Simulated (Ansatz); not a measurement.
Relaxation of CH6F2Si (10 atoms, charge 0, multiplicity 1), to a largest force component of 0.02 eV/Å in at most 40 steps.

Computed with RKS PBE0-D4/6-31G* in Ansatz 0.2.0.

```xyz
10
Properties=species:S:1:pos:R:3
Si 0.038 0.046 -2.172
H -0.527 0.664 -3.368
H 1.330 -0.558 -2.474
H -0.881 -0.976 -1.670
H 0.204 1.075 -1.143
F 0.653 -1.155 2.227
C -0.103 -0.047 2.140
F 0.624 0.992 2.591
H -0.355 0.128 1.085
H -0.983 -0.168 2.786
```

Task: Where does it end, and by what steps?

Result: The run converged. The force dipped under the threshold on the way, but the program's further checks kept it going. After 29 steps the energy has fallen by 0.134 eV; F6 moved furthest, 1.21 Å.

```
step  energy less start (eV)  largest force component (eV/Å)  accepted
   0                  0.0000                           0.513       yes
   2                 -0.0412                           0.096       yes
   4                 -0.0637                           0.509       yes
   6                 -0.1022                           0.333       yes
   8                 -0.1196                           0.209       yes
  10                 -0.1268                           0.042       yes
  12                 -0.1281                           0.033       yes
  14                 -0.1302                           0.064       yes
  16                 -0.1308                           0.020       yes
  18                 -0.1310                           0.024       yes
  20                 -0.1311                           0.063       yes
  22                 -0.1315                           0.010       yes
  24                 -0.1323                           0.103       yes
  26                 -0.1339                           0.055       yes
  28                 -0.1307                           0.390        no
  29                 -0.1344                           0.012       yes
```

```xyz
10
Properties=species:S:1:pos:R:3
Si 0.100 0.050 -1.901
H 0.034 0.567 -3.297
H 1.435 -0.558 -1.663
H -0.966 -0.972 -1.717
H -0.124 1.179 -0.960
F 0.107 -1.106 1.150
C -0.150 -0.045 1.953
F 0.797 0.897 1.751
H -1.129 0.368 1.688
H -0.105 -0.380 2.995
```

Whether the end is a true minimum wasn't checked by a vibrational analysis.

Run time: 75 s on 1 CPU thread of a shared host.
